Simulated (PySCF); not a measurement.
## Calculated data, C$_{2}$H$_{5}$GeO, CH$_{4}$GeNO, CH$_{6}$Ge$_{2}$O

All values are calculated (PySCF 2.14.0). Calculation on a computer-drawn molecule: the log of a Hartree-Fock and frozen-core CCSD(T) single point meant for a local Hartree-Fock minimum, with one planted fault or none, to be diagnosed. Offsets are logged minus clean, where the clean run is the same molecule without the fault. The reference is restricted for singlets and unrestricted otherwise, and also for a bond in bohr or an excited solution. Adding or removing an electron swaps singlet and doublet. The excited solution moves the top pair (singlet) or top alpha electron (doublet) to the lowest empty orbital. Highest occupied and lowest empty are orbital energies over both spins, largest force is the largest gradient component, triples share is (T) over the correlation energy, the T1 limit is 0.02 restricted and 0.045 unrestricted, electrons count all cores, a negative frequency is imaginary (commonest isotopes), and the dipole is about the centre of nuclear charge; on germanium a core potential holds 10 electrons, which the energies leave out, and 3d is frozen in MP2 and coupled-cluster steps.

Common to all runs: meant charge 0; meant basis cc-pVDZ; meant basis and core potential on germanium cc-pVDZ-PP ECP10MDF; logged SCF converged yes; logged CC converged yes; logged SCF stable within its kind yes; possible faults no fault, one electron removed, one electron added, multiplicity raised by two, geometry at a saddle point, SCF held on an excited solution, minimal basis STO-3G, one bond length entered in bohr, all coordinates scaled.

(1) C$_{2}$H$_{5}$GeO

Logged structure:
```xyz
9
C2H5GeO
O     -2.2092    -2.3632    -1.3986
C     -1.6795    -1.2822    -1.9880
C      0.5012    -0.1171    -1.4262
Ge     1.6869    -0.5053     0.0402
H     -1.6228    -2.7144    -0.7430
H     -2.3184    -0.9373    -2.7913
H      0.7356     0.7521    -2.0302
H      3.1520    -0.2733    -0.3433
H      1.4903    -1.9414     0.5643
```

- meant multiplicity: 2
- logged electrons: 57
- logged basis functions: 90
- logged spin squared: 1.9592
- logged highest occupied: -8.6731 eV
- logged lowest empty: 1.6398 eV
- logged largest force: 0.0431 hartree/bohr
- logged T1 diagnostic: 0.069408
- logged D1 diagnostic: 0.29259
- logged triples share: 0.03445
- logged dipole magnitude: 0.45728 debye
- logged energy HF: -446.65698 hartree
- logged energy CCSD(T): -447.21973 hartree
- planted fault: one bond length entered in bohr, row 2 of the drawn bonds
- HF energy offset from clean run: 112.8 kcal/mol
- CCSD(T) energy offset from clean run: 130.5 kcal/mol

Drawn bonds:
| atom | other atom | order |
| --- | --- | --- |
| 1 | 2 | 1 |
| 2 | 3 | 1 |
| 3 | 4 | 2 |
| 1 | 5 | 1 |
| 2 | 6 | 1 |
| 3 | 7 | 1 |
| 4 | 8 | 1 |
| 4 | 9 | 1 |

Notes: T1 above single-reference limit.

(2) CH$_{4}$GeNO

Logged structure:
```xyz
8
CH4GeNO
O      0.5437     1.0381     2.6221
C     -0.4986     0.7640     1.8426
N     -0.6084     1.1927     0.6770
Ge    -2.0395     0.8351    -0.4374
H      1.1383     1.5914     2.1266
H     -1.8293    -0.4366     2.8622
H     -1.4988     0.1269    -1.6896
H     -2.6842     2.1753    -0.8248
```

* meant multiplicity: 2
* logged electrons: 57
* logged basis functions: 85
* logged spin squared: 1.4753
* logged highest occupied: -8.8148 eV
* logged lowest empty: 0.97739 eV
* logged largest force: 0.024228 hartree/bohr
* logged T1 diagnostic: 0.050414
* logged D1 diagnostic: 0.23933
* logged triples share: 0.040908
* logged dipole magnitude: 0.44937 debye
* logged energy HF: -462.73578 hartree
* logged energy CCSD(T): -463.34825 hartree
* planted fault: ?

Drawn bonds:
| atom | other atom | order |
| --- | --- | --- |
| 1 | 2 | 1 |
| 2 | 3 | 1 |
| 3 | 4 | 2 |
| 1 | 5 | 1 |
| 2 | 6 | 1 |
| 4 | 7 | 1 |
| 4 | 8 | 1 |

Notes: T1 above single-reference limit.

(3) CH$_{4}$GeNO

Logged structure:
```xyz
8
CH4GeNO
O      0.5437     1.0381     2.6221
C     -0.4986     0.7640     1.8426
N     -0.6084     1.1927     0.6770
Ge    -2.0395     0.8351    -0.4374
H      1.1383     1.5914     2.1266
H     -1.2028     0.1287     2.3821
H     -1.4988     0.1269    -1.6896
H     -2.6842     2.1753    -0.8248
```

* meant multiplicity: 2
* logged electrons: 57
* logged basis functions: 85
* logged spin squared: 0.7556
* logged highest occupied: -8.5893 eV
* logged lowest empty: 1.1769 eV
* logged largest force: 6.943e-06 hartree/bohr
* logged lowest frequency: 120.45 cm⁻¹
* logged T1 diagnostic: 0.017232
* logged D1 diagnostic: 0.06726
* logged triples share: 0.031405
* logged dipole magnitude: 0.73805 debye
* logged energy HF: -462.86114 hartree
* logged energy CCSD(T): -463.46998 hartree
* planted fault: ?

Drawn bonds:
| atom | other atom | order |
| --- | --- | --- |
| 1 | 2 | 1 |
| 2 | 3 | 1 |
| 3 | 4 | 2 |
| 1 | 5 | 1 |
| 2 | 6 | 1 |
| 4 | 7 | 1 |
| 4 | 8 | 1 |

(4) CH$_{6}$Ge$_{2}$O

Logged structure:
```xyz
10
CH6Ge2O
O     -1.7477     1.0682     2.3202
C     -0.9678     0.3363     1.4535
Ge     0.3827    -0.6422     2.0920
Ge    -1.4092     0.4329    -0.4495
H     -2.6634     0.9611     2.1025
H      0.7829    -0.6497     3.5549
H      1.3380    -1.3103     1.1245
H     -0.5411    -0.5524    -1.2316
H     -1.2089     1.8561    -0.9855
H     -2.8964     0.0785    -0.6290
```

- meant multiplicity: 1
- logged electrons: 85
- logged basis functions: 104
- logged spin squared: 0.7842
- logged highest occupied: 0.41282 eV
- logged lowest empty: 8.0576 eV
- logged largest force: 0.056352 hartree/bohr
- logged T1 diagnostic: 0.01806
- logged D1 diagnostic: 0.076123
- logged triples share: 0.029042
- logged dipole magnitude: 4.2058 debye
- logged energy HF: -702.83649 hartree
- logged energy CCSD(T): -703.42826 hartree
- planted fault: ?

Drawn bonds:
| atom | other atom | order |
| --- | --- | --- |
| 1 | 2 | 1 |
| 2 | 3 | 2 |
| 2 | 4 | 1 |
| 1 | 5 | 1 |
| 3 | 6 | 1 |
| 3 | 7 | 1 |
| 4 | 8 | 1 |
| 4 | 9 | 1 |
| 4 | 10 | 1 |

Notes: highest electron not bound in this basis.

Q: Which fault was planted in the run of CH$_{4}$GeNO (entry 2)?
A: one bond length entered in bohr, row 5 of the drawn bonds

Q: Give the missing planted fault for CH$_{4}$GeNO (entry 3).
A: no fault

Q: Which fault was planted in the run of CH$_{6}$Ge$_{2}$O (entry 4)?
A: one electron added

Further results for CH$_{4}$GeNO (entry 2):

- HF energy offset from clean run: 78.66 kcal/mol
- CCSD(T) energy offset from clean run: 76.39 kcal/mol

Further results for CH$_{4}$GeNO (entry 3):

* HF energy offset from clean run: 0 kcal/mol
* CCSD(T) energy offset from clean run: 0 kcal/mol

Further results for CH$_{6}$Ge$_{2}$O (entry 4):

* HF energy offset from clean run: 27.36 kcal/mol
* CCSD(T) energy offset from clean run: 26.73 kcal/mol
